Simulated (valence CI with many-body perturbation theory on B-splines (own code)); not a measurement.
Values are calculated unless marked as measured or tabulated.
Rh XXXI: input, log and results

Level of theory: relativistic CI+MBPT: five valence electrons over a frozen Dirac-Fock core [Ne], a basis of 11 s, 11 p, 10 d, 8 f, 5 g, 2 h functions for each j, with the one-electron correlation potential Σ1 (screened to all orders), the two-electron term Σ2, the three-electron term Σ3, Breit, model QED; selected single and double excitations, second order for the rest, scaled by the run's own slope (own B-spline code, finite nucleus).

Command, and the settings that its task file holds:

```sh
python run_cv.py task.json out
```

```
atom Rh  Z=45  mass_number=103  rms_radius_fm=4.4945
core [Ne]
valence 3s2 3p3
avg = 1
basis = M
breit = 1
cap = 32000
capref = 2000
cscale = 1
de = 0.0
dress = 0
eps = 2e-08
extrap = 1
h = 0.27
hh = 1
l2 = 3
lcore = 6
maxit = 60
n2 = 5
natural = 1
nlev = 150
nno = [5, 5, 5, 4, 2, 1]
nroot = 36
nsp = [6, 6, 5, 4, 3, 1]
pt2 = 1
qed = 1
rpa = 1
s1 = 1
s2 = 1
s3 = 1
screen = 1
tol = 2e-05
whole = 1
```

Question: Roughly how long does this run take on one core of Arm Neoverse V2, and how much memory?

Answer: 3.9 min on 1 thread of Arm Neoverse V2, with other jobs on the host, peak memory 1.2 GiB.

Log. The first blocks belong to the next ion, which gives the ionisation energy. Fields: 2J, parity (1 odd), roots, reference size, generating configurations, candidates as configurations/state functions, variational space P, stored matrix elements, Davidson steps; e2 is the range of second-order energies in hartree. The first line gives the box (bohr), its intervals, the orbitals and the steps of their self-consistent field. Window is the range of levels sought, series limit the energy at which the first omitted orbital would enter, core excitation an estimate of the first excitation out of the core, left out the lowest levels not solved, and shifts from estimates the range by which levels moved from their first estimate, all in cm⁻¹.

```
rmax 6.1 intervals 60 orbitals 83 references ['3s2 3p3', '3s 3p4', '3s2 3p2 3d', '3p5', '3s 3p3 3d'] scf 5 t 1.0
2J=0 par=0 roots 2 ref 24 generators 8 cand 2255/3167 P 2275/3191 nnz 1.3e+06 it 5
2J=0 par=0 roots 2 ref 24 generators 13 cand 4096/6459 P 6371/9650 nnz 6.6e+06 it 5
   second order: generators 18 cand 25809/49160 e2 -0.00005 -0.00005
reference levels 1276, estimated 445, window 2809950 1/cm; series limit 11949113, core excitation 22292282
2J=3 par=1 roots 34 ref 145 generators 33 cand 737/3307 P 1411/6303 nnz 4.3e+06 it 8
2J=3 par=1 roots 34 ref 145 generators 40 cand 4227/25686 P 5638/31989 nnz 6.6e+07 it 9
   second order: generators 69 cand 120524/1854671 e2 -0.01374 -0.00548
2J=5 par=1 roots 32 ref 153 generators 30 cand 690/3577 P 1220/6399 nnz 4.9e+06 it 10
2J=5 par=1 roots 32 ref 153 generators 38 cand 3560/25594 P 4780/31993 nnz 7.1e+07 it 10
   second order: generators 60 cand 100549/1992531 e2 -0.03013 -0.00790
2J=1 par=1 roots 23 ref 88 generators 32 cand 1135/3874 P 1984/6399 nnz 3.8e+06 it 8
2J=1 par=1 roots 23 ref 88 generators 38 cand 6024/25596 P 8008/31995 nnz 5.4e+07 it 9
   second order: generators 65 cand 110329/997037 e2 -0.02000 -0.00350
2J=5 par=0 roots 14 ref 147 generators 24 cand 604/2042 P 1393/7159 nnz 5.8e+06 it 10
2J=5 par=0 roots 14 ref 147 generators 35 cand 3996/24819 P 5389/31978 nnz 6.9e+07 it 15
   second order: generators 55 cand 94100/1789112 e2 -0.01806 -0.00526
2J=3 par=0 roots 16 ref 135 generators 27 cand 586/1981 P 1489/6979 nnz 5.1e+06 it 8
2J=3 par=0 roots 16 ref 135 generators 37 cand 4295/25019 P 5784/31998 nnz 6.6e+07 it 12
   second order: generators 58 cand 96413/1500578 e2 -0.01685 -0.00503
2J=1 par=0 roots 11 ref 84 generators 23 cand 1281/3302 P 2134/6390 nnz 3.8e+06 it 8
2J=1 par=0 roots 11 ref 84 generators 31 cand 6258/25599 P 8392/31989 nnz 5.7e+07 it 10
   second order: generators 46 cand 72662/612194 e2 -0.00968 -0.00172
2J=7 par=0 roots 9 ref 118 generators 18 cand 714/2502 P 1291/6395 nnz 4.9e+06 it 8
2J=7 par=0 roots 9 ref 118 generators 28 cand 3967/25413 P 5258/31808 nnz 6.8e+07 it 11
   second order: generators 48 cand 88937/1840946 e2 -0.01512 -0.00648
2J=9 par=0 roots 5 ref 80 generators 13 cand 1165/3921 P 1638/6494 nnz 4.6e+06 it 7
2J=9 par=0 roots 5 ref 80 generators 22 cand 3982/25481 P 5620/31975 nnz 7e+07 it 10
   second order: generators 36 cand 78333/1561534 e2 -0.01132 -0.00607
2J=7 par=1 roots 24 ref 129 generators 26 cand 742/3797 P 1248/6377 nnz 5e+06 it 8
...
2J=11 par=1 roots 4 ref 43 generators 18 cand 4391/25702 P 6417/32220 nnz 6.3e+07 it 8
   second order: generators 31 cand 77927/1565274 e2 -0.01348 -0.00637
2J=11 par=0 roots 1 ref 37 generators 4 cand 835/3942 P 1420/6488 nnz 4.6e+06 it 4
2J=11 par=0 roots 1 ref 37 generators 4 cand 3527/26365 P 4947/32853 nnz 8.2e+07 it 6
   second order: generators 9 cand 35330/759903 e2 -0.00373 -0.00373
2J=13 par=0 roots 1 ref 15 generators 4 cand 1104/3798 P 1973/6330 nnz 4.4e+06 it 4
2J=13 par=0 roots 1 ref 15 generators 6 cand 3917/26915 P 5890/33245 nnz 8e+07 it 4
   second order: generators 9 cand 31183/578288 e2 -0.00239 -0.00239
left out: unestimated 3983828, estimated 2976015, shifts from estimates -63 to 462
operators 0.9
```

The Davidson iterations converged.

No measured spectrum was set against this ion. As an estimate, large intervals hold to a few tenths of a per cent, small ones and those within an open d or f shell to about a per cent. Among the levels kept, up to 3700 cm⁻¹ of a level comes from second order outside the variational space, and about a tenth of that is noise between levels of different J, which matters for small intervals.

```yaml
Valence_energy: -356.8157 hartree
Ionisation_energy: "1748.6 eV (NIST: 1763 ± 7 eV (semi-empirical))"
Reference_configurations_for_the_orbitals: 3s2 3p3, 3s 3p4, 3s2 3p2 3d, 3p5, 3s 3p3 3d
Radial_orbitals: 83
Box_radius: 6.079 bohr
Largest_variational_space: 33245
Lowest_levels: (3s^2 3p1/2^2 3p3/2) J=3/2 0, (3s^2 3p1/2 3p3/2^2) J=3/2 223740, (3s^2 3p1/2 3p3/2^2) J=5/2 273830, (3s^2 3p1/2 3p3/2^2) J=1/2 337020, (3s^2 3p3/2^3) J=3/2 563190, (3s 3p1/2^2 3p3/2^2) J=5/2 852460, (3s^2 3p1/2^2 3d3/2) J=3/2 [a] 925620, (3s 3p1/2^2 3p3/2^2) J=1/2 984430, (3s^2 3p1/2^2 3d3/2) J=3/2 [b] 1019100, (3s^2 3p1/2^2 3d5/2) J=5/2 1070100, (3s 3p1/2 3p3/2^3) J=3/2 1122200, (3s 3p1/2 3p3/2^3) J=5/2 1162100, (3s^2 3p1/2 3p3/2 3d3/2) J=3/2 [a] 1168400, (3s^2 3p1/2 3p3/2 3d3/2) J=1/2 [a] 1177200 cm⁻¹
```

Levels are named by their leading jj configuration (3d3/2^4 stands for four electrons in 3d with j = 3/2), which in mixed levels can hold well under half, so a name can repeat and another be missing. Letters in brackets count levels of one name in rising energy.
